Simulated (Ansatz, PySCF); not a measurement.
The pair A = SiH4 (SMILES [SiH4]) (first 5 atoms), B = PH3 (SMILES P); geometry from B3LYP-D3(BJ)/def2-TZVP.
(charge 0, multiplicity 1):
```
atom    x (Å)    y (Å)    z (Å)
----  -------  -------  -------
Si    -0.1334   0.0522   0.1652
H     -1.4945  -0.3541   0.5800
H     -0.0649   0.1031  -1.3134
H      0.8517  -0.9303   0.6690
H      0.1741   1.3900   0.7176
P     -0.3252  -0.0900   4.2736
H      0.8474   0.2794   3.5665
H     -0.5626  -1.2237   3.4549
H     -1.1605   0.7512   3.4950
```

Cores are frozen in the correlated methods. Rows in 6-31G* carry no dispersion term and start afresh at each structure (6-31G* with six Cartesian d functions). MP2/6-31G* freezes PySCF's default core.

Codes used: Ansatz (Gaussian basis) for Hartree–Fock, density functionals and correlated methods; PySCF for 6-31G* rows. 

Total energies (hartree), monomers frozen at their geometry in the pair:

```
structure              HF/aug-cc-pV(D+d)Z    MP2/6-31G*  MP2/aug-cc-pV(D+d)Z
---------------------  ------------------  ------------  -------------------
AB                           -633.7266193  -633.8591275         -633.9935816
A in the pair's basis        -291.2505381  -291.3074421         -291.3723018
B in the pair's basis        -342.4775423  -342.5524911         -342.6202604
A                            -291.2503249  -291.3071075         -291.3718178
B                            -342.4774563  -342.5515754         -342.6196231
```

Work out the interaction energy without and with the counterpoise correction, and the superposition error, for each level.


E(AB) − E(A) − E(B), times 627.509 kcal/mol, with the monomers in their own basis and then in the pair's basis:
- HF/aug-cc-pV(D+d)Z: 0.73 uncorrected, 0.92 corrected; the monomers gain 0.19 kcal/mol from borrowed functions
- MP2/6-31G*: -0.28 uncorrected, 0.51 corrected; the monomers gain 0.78 kcal/mol from borrowed functions
- MP2/aug-cc-pV(D+d)Z: -1.34 uncorrected, -0.64 corrected; the monomers gain 0.70 kcal/mol from borrowed functions

Ansatz is a quantum-chemistry and plane-wave program.
